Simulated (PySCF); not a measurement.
**Vertical excitation energies**

Compound: CF3C(O)NH2, C₂H₂F₃NO.
SMILES: `NC(=O)C(F)(F)F`

Computed with PySCF, TDDFT CAM-B3LYP/def2-SVPD, vertical, gas phase, core orbitals frozen in the response. Isolated species at its GFN2-xTB geometry, gas phase. Torsions of this conformer, `[NH2:1][C:2](=[O:3])[C:4]([F:5])([F:6])[F:7]`: N1–C2–C4–F5 -172°, H–N1–C2–O3 0°, H–N1–C2–O3 -179°.

| state | E (eV) | E (hartree) | f | \|μ\| (D) | main configurations (H = HOMO, L = LUMO) |
| --- | --- | --- | --- | --- | --- |
| S1 | 5.61 | 0.2063 | 0.0004 | 0.15 | H→L (98%) |
| S2 | 7.51 | 0.2760 | 0.153 | 2.32 | H-1→L (86%), H→L+1 (9%) |
| S3 | 7.87 | 0.2893 | 0.012 | 0.62 | H-1→L+1 (92%) |
| S4 | 8.22 | 0.3020 | 0.097 | 1.76 | H→L+1 (78%), H→L+3 (10%) |
| S5 | 9.01 | 0.3309 | 0.0001 | 0.06 | H-1→L+2 (49%), H-1→L+3 (24%), H-1→L+5 (19%) |
| S6 | 9.14 | 0.3360 | 0.025 | 0.85 | H→L+2 (59%), H→L+3 (21%), H→L+5 (11%) |
| S7 | 9.34 | 0.3432 | 0.078 | 1.49 | H→L+3 (60%), H→L+2 (27%) |
| S8 | 9.40 | 0.3454 | 0.0073 | 0.45 | H-1→L+3 (67%), H-1→L+2 (18%) |

Triplets, Tamm–Dancoff:

| state | E (eV) | λ (nm) | main configurations (H = HOMO, L = LUMO) |
| --- | --- | --- | --- |
| T1 | 5.09 | 243.6 | H→L (97%) |
| T2 | 5.32 | 233.2 | H-1→L (95%) |
| T3 | 7.54 | 164.4 | H-1→L+1 (88%) |

The lowest singlet lies at 5.61 eV (221 nm, ultraviolet) and is dark (f under 0.0005); its leading configuration is HOMO→LUMO (98%). The most intense listed level is S2 at 7.51 eV (165 nm, f = 0.153), 1.90 eV above S1. S1 has the pattern of n→π* at C=O. The oscillator strengths of these states sum to 0.372; summed over the whole spectrum of an exact calculation they would give the number of electrons, 56 (Thomas–Reiche–Kuhn). Orbital energies (eV): HOMO-3 -13.87, HOMO-2 -13.69, HOMO-1 -10.40, HOMO -10.12, LUMO 0.45, LUMO+1 0.93, LUMO+2 1.89. The listed states span 3.79 eV, and the widest gap between neighbours is 1.90 eV (S1 to S2). The window holds the lowest 8 singlets.
